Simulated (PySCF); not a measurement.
Circular dichroism: `FC1=CC[Si@@H](F)[C@H]1Cl`, C$_{4}$H$_{5}$ClF$_{2}$Si

Geometry:
```json
{"atom": "F1", "x (Å)": "-1.612", "y (Å)": "-1.027", "z (Å)": "1.895"}
{"atom": "C2", "x (Å)": "-0.750", "y (Å)": "-0.547", "z (Å)": "0.977"}
{"atom": "C3", "x (Å)": "0.541", "y (Å)": "-0.841", "z (Å)": "0.997"}
{"atom": "C4", "x (Å)": "1.410", "y (Å)": "-0.229", "z (Å)": "-0.061"}
{"atom": "Si5", "x (Å)": "0.264", "y (Å)": "1.001", "z (Å)": "-0.953"}
{"atom": "F6", "x (Å)": "0.225", "y (Å)": "0.762", "z (Å)": "-2.541"}
{"atom": "C7", "x (Å)": "-1.310", "y (Å)": "0.336", "z (Å)": "-0.082"}
{"atom": "Cl8", "x (Å)": "-2.303", "y (Å)": "-0.664", "z (Å)": "-1.221"}
{"atom": "H9", "x (Å)": "0.971", "y (Å)": "-1.492", "z (Å)": "1.741"}
{"atom": "H10", "x (Å)": "1.783", "y (Å)": "-1.009", "z (Å)": "-0.730"}
{"atom": "H11", "x (Å)": "2.288", "y (Å)": "0.225", "z (Å)": "0.397"}
{"atom": "H12", "x (Å)": "0.489", "y (Å)": "2.422", "z (Å)": "-0.771"}
{"atom": "H13", "x (Å)": "-2.002", "y (Å)": "1.065", "z (Å)": "0.334"}
```

The calculation used TDDFT PBE0/def2-SVPD circular dichroism and optical rotation, one conformer, gas phase (PySCF 2.14.0). Geometry: GFN2-xTB.

**Question.** What are the CIP labels of the stereocentres?

**Answer.** Si5 R, C7 S.

**Question.** Which excitations and rotatory strengths does the calculation give?

**Answer.** Rotatory strengths R in 10⁻⁴⁰ esu² cm², velocity form and length form (origin at the centre of mass); f in length form.
| state | E (eV) | λ (nm) | f | R (velocity) | R (length) | main |
| --- | --- | --- | --- | --- | --- | --- |
| 1 | 5.69 | 218 | 0.026 | +20.4 | +22.7 | HOMO−1→LUMO 0.61, HOMO→LUMO 0.36 |
| 2 | 5.80 | 214 | 0.086 | +60.4 | +59.4 | HOMO→LUMO 0.56, HOMO−1→LUMO 0.37 |
| 3 | 6.24 | 199 | 0.001 | +1.2 | +1.0 | HOMO−2→LUMO 0.97 |
| 4 | 6.88 | 180 | 0.068 | +12.3 | +8.5 | HOMO→LUMO+1 0.80, HOMO→LUMO+3 0.10 |
| 5 | 7.11 | 174 | 0.006 | -19.0 | -18.5 | HOMO→LUMO+2 0.85, HOMO−3→LUMO 0.09 |
| 6 | 7.14 | 174 | 0.006 | -0.7 | -0.4 | HOMO−3→LUMO 0.84, HOMO→LUMO+2 0.09 |
| 7 | 7.23 | 172 | 0.003 | +0.8 | +0.7 | HOMO−1→LUMO+1 0.65, HOMO→LUMO+3 0.28 |
| 8 | 7.28 | 170 | 0.091 | +54.7 | +54.0 | HOMO→LUMO+3 0.56, HOMO−1→LUMO+1 0.26 |

Among the states computed, the strongest CD band (largest |R|) is state 2. The largest dissymmetry factor in size, g = 4R/(D+G), with D and G the electric and magnetic dipole strengths, is -0.034 for state 5 (velocity form, f = 0.006), among bands with |R| over 0.5. The mirror image has the same energies and oscillator strengths and all R with the opposite sign.
